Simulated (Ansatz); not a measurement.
CaO2H2⁺. Total charge 1; doublet. Geometry PBE0-D4/def2-TZVP; atoms count from 1.

Cartesian coordinates in Å:
```
Ca 0.179 -0.063 0.120
O 1.067 -0.351 -1.750
O -1.046 0.344 1.764
H -1.641 0.541 2.496
H 1.441 -0.471 -2.630
```

The structure comes from a short search, and lower isomers may exist.

Q: Estimate the Mulliken populations from the PBE0/def2-TZVP orbitals of Ansatz.

A: 
```json
{"atom": "Ca1", "charge (e)": "1.54", "spin (α − β)": "-0.07"}
{"atom": "O2", "charge (e)": "-0.65", "spin (α − β)": "0.55"}
{"atom": "O3", "charge (e)": "-0.65", "spin (α − β)": "0.55"}
{"atom": "H4", "charge (e)": "0.38", "spin (α − β)": "-0.01"}
{"atom": "H5", "charge (e)": "0.38", "spin (α − β)": "-0.01"}
```
Mulliken values and Mayer orders depend strongly on the basis.

Q: Where does the spin sit?

A: Summed by element: Ca -0.07, O 1.10, H -0.03, of 1 unpaired in all. Largest on single atoms: O3 0.55, O2 0.55, Ca1 -0.07.

Q: And the Mayer bond orders between bonded heavy atoms (over 0.3)?

A: Ca1–O2 0.41 (2.09 Å); Ca1–O3 0.41 (2.09 Å). Values over 0.3 also appear between atoms too far apart for a bond (O2–O3 0.40 at 4.16 Å); they arise where an orbital or an unpaired electron spreads over both atoms.
